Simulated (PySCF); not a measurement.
HfOBr + HCl → HfOCl + HBr

Level: PBE0 in the def2-TZVP basis family, computed in PySCF with density fitting; scalar-relativistic core potentials for atoms from Rb on, none lighter, no spin–orbit coupling; open shells unrestricted.

```csv
species,state and structure,ZPE (kJ/mol),H(298 K) − H(0) (kJ/mol),S° (J/(mol K))
HfOBr,"doublet, Cs, Hf–Br 2.510 Å, Hf–O 1.735 Å; Br–Hf–O 111.2°",8.2,13.0,316.5
HCl,"singlet, C∞v, H–Cl 1.279 Å",17.9,8.7,186.6
HfOCl,"doublet, Cs, Hf–Cl 2.352 Å, Hf–O 1.736 Å; Cl–Hf–O 110.8°",9.0,12.5,304.9
HBr,"singlet, C∞v, H–Br 1.421 Å",16.0,8.7,198.5
```

(1) Is the gas-phase reaction uphill or downhill in electronic energy at this level, and by how much?

(2) Add zero-point, thermal and entropy terms for 298.15 K and 1 bar.

## Answers

(1) At PBE0/def2-TZVP, ΔE = 1.4 kJ/mol, uphill. 

(2) ΔZPE = -1.1 and Δ[H(298) − H(0)] = -0.5 kJ/mol give ΔH° = -0.2 kJ/mol. ΔS° = 0.3 J/(mol K), so ΔG° = -0.2 − 298.15 × (0.0003) = 0 kJ/mol and log₁₀K = 0.1.

Spin–orbit coupling can matter for HfOBr, HfOCl and is left out. Open d or f shells are single determinants, so the state found may not be the ground state. Only the bonding shown was studied: isomers, or loss of a ligand pair, can lie lower.
